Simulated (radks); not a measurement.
Coherent X-ray form factor from a spherical all-electron density. Calculated with a radial shooting solver on a logarithmic mesh with Libxc functionals: scalar-relativistic Kohn-Sham, LB94 model potential, spin-polarised, spherical densities, finite nucleus; Fermi nuclear charge, rms radius of each element as measured or else 0.836 A^(1/3) + 0.57 fm.

sin(theta)/lambda (1/angstrom),f0 (electrons)
0.05,57.767
0.1,57.078
0.15,55.966
0.2,54.480
0.25,52.684
0.3,50.646
0.4,46.133
0.5,41.454
0.6,36.986
0.8,29.438
1,23.977
1.25,19.543
1.5,16.799
2,13.254

The species is in the configuration that NIST lists as its ground one. Which atom or ion scatters so?

Answer. The lutetium ion Lu13+, [Kr] 4d10 4f10 5s2. Extrapolating in s^2 from the first two rows gives f0(0) = 58.0, near the electron count 58; among species with that count, the fall with angle is slower the higher Z, and the table is that of Z = 71; from so few rows the species is fixed only to a neighbour or two.
